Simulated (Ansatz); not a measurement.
```yaml
crystal:
  periodic: [false, false, false]
  atoms:
    - {symbol: F, position_ang: [-1.113331, -0.607254, -2.381475]}
    - {symbol: C, position_ang: [-0.616437, 0.373250, -1.066224]}
    - {symbol: C, position_ang: [-0.041743, -0.613935, -0.473603]}
    - {symbol: F, position_ang: [0.207931, -1.764911, -0.180834]}
    - {symbol: C, position_ang: [0.539529, 0.011411, 1.124811]}
    - {symbol: F, position_ang: [0.357499, 1.271868, 0.768727]}
    - {symbol: F, position_ang: [-0.003990, -0.196964, 2.192470]}
    - {symbol: H, position_ang: [-0.645938, 1.243120, -1.101553]}
    - {symbol: H, position_ang: [1.468400, -0.178491, 1.077615]}
basis:
  gaussian: {orbitals: pcseg-2}
total_charge: -2
hamiltonian: {xc: {name: SVWN5}}
scf: {lower_state_search: full}
```

```sh
$ ansatz run in.yaml --threads 4 --pin off --events-out ev --progress --plain --max-ram 10444MiB
```

Output, abridged:

```
Functional definition: SVWN5
1204 factors; their error is unknown
mean field evaluation 1: about -13882.4101 eV, gradient 1.0e2 eV
mean field evaluation 2: about -13569.0760 eV, gradient 3.3e2 eV
mean field evaluation 4: about -13889.1732 eV, gradient 8.3e1 eV
mean field evaluation 8: about -13900.9852 eV, gradient 2.9e1 eV
mean field evaluation 16: about -13906.0608 eV, gradient 1.2e0 eV
mean field evaluation 32: about -13904.9048 eV, gradient 6.7e0 eV
a density is far from that of the atoms, so the factors are made again for it
1538 factors; integrals over basis functions are off by at most 9.7e-4 eV
mean field -13906.01393563 eV, -511.0365862996 hartree, gradient 2.6e-5 eV, S^2 0.000000; 0 other end points of the search recorded, 0 dependent functions left out
reference -13906.01396997 eV, -511.0365875615 hartree; 29, 29 occupied and 209, 209 virtual orbitals, 1538 factors
Total energy: -13906.01396997 eV, -511.0365875615 hartree
```

In this input the charge is far from anything that the molecule holds. Self-consistency was reached. The result belongs to that input, not to the molecule as meant.
